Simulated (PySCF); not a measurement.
C2H7Ga. Atoms are numbered in the order given.

```xyz
10

Ga    -0.0002    -0.3280     0.0000
H      0.0016    -1.9094     0.0000
C      0.0000     0.6147     1.7302
H      0.8889     0.3287     2.3166
H     -0.0099     1.7092     1.6233
H     -0.8768     0.3130     2.3269
C      0.0000     0.6147    -1.7302
H      0.8889     0.3287    -2.3166
H     -0.8768     0.3130    -2.3269
H     -0.0099     1.7092    -1.6233
```
Charge 0, spin multiplicity 1.

Geometry: PBE0-D3(BJ)/def2-SVP. The structure was generated by enumeration; whether it is a known compound was not checked.

Method: IEF-PCM-B3LYP/def2-SVP in PySCF 2.14.0.

The values are the electrostatic part of the solvation free energy, E(continuum) − E(gas) at the gas-phase geometry, in a cavity of scaled van der Waals radii (PySCF's table); cavitation and dispersion terms are not included. A continuum can't describe solvent molecules that bind to the metal. In vacuum the orbital gap is 6.22 eV. The dipole moment in vacuum is 0.64 D.

```tsv
solvent	ε	ΔG(elec) (kcal/mol)	dipole (D)	gap (eV)
water	78.36	-2.1	0.87	6.40
tetrahydrofuran	7.43	-1.7	0.82	6.36
N,N-dimethylformamide	37.22	-2.1	0.87	6.40
```
